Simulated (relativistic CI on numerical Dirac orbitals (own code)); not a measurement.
# Rb23+: q coefficients and field-shift factors

Calculated at this level of theory: Dirac-Coulomb-Breit CI, orbitals from a KLI potential per configuration, derivatives by finite differences, unscaled Slater integrals, QED left out (own radial code, finite nucleus).

CI space (outside the closed core [Ne]): 3s2.3p2, 3s.3p3, 3s2.3p.3d, 3p4, 3s.3p2.3d, 3p3.3d, 3s2.3d2, 3s.3d3, 3p2.3d2, 3p.3d3. Double excitations out of closed p, d and f shells are left out; levels of such configurations are missing from the list, as are those of other unlisted configurations, and high levels can miss mixing partners.

With x = (α/α₀)² − 1 an excitation energy changes as ω = ω₀ + qx; K = 2q/ω₀ is the relative enhancement. Terms are leading LS components, so labels can repeat. The field-shift factor is F = δν/δ⟨r²⟩ for the transition from the lowest level.

Lowest level 3s2.3p2 3P_0.

```csv
Level,ω₀ (cm⁻¹),q (cm⁻¹),F (GHz/fm²)
3s2.3p2 3P_1,78900,102200,-0.922
3s2.3p2 3P_2,107841,109200,-0.988
3s2.3p2 1D_2,211193,207600,-2.3
3s2.3p2 1S_0,284820,206300,-3.4
3s.3p3 5S°_2,511285,180800,-105
3s.3p3 3D°_1,624355,163100,-93.3
3s.3p3 3D°_2,635380,197600,-93.9
3s.3p3 3D°_3,665270,231900,-94.6
3s.3p3 1D°_2,737169,210900,-70.9
3s.3p3 3P°_0,738367,234900,-94.9
3s.3p3 3P°_1,747003,247100,-94.5
3s.3p3 3P°_2,809265,250600,-57
3s2.3p.3d 3F°_2,846891,185100,-25.3
3s.3p3 3S°_1,856060,210500,-107
3s2.3p.3d 3F°_3,875215,159800,-1.28
3s2.3p.3d 3F°_4,945536,242100,-0.724
3s2.3p.3d 3P°_2,951112,142700,-22.7
3s2.3p.3d 3D°_1,953286,166400,-28.9
3s.3p3 1P°_1,972862,261100,-74.6
3s2.3p.3d 3D°_2,1026551,225900,-29.3
3s2.3p.3d 3P°_0,1034998,225700,-13
3s2.3p.3d 3D°_3,1035790,216600,-11.3
3s2.3p.3d 3P°_1,1047841,246600,-21.9
```

At this charge energies of transitions that change n are usually good to better than 1 %, and those within a shell (Δn = 0) to a few per cent.

Problem. Which transition from the lowest level has the largest |K|?

Solution. 3s2.3p2 3P_1 at 78900 cm⁻¹, K = 2.59.
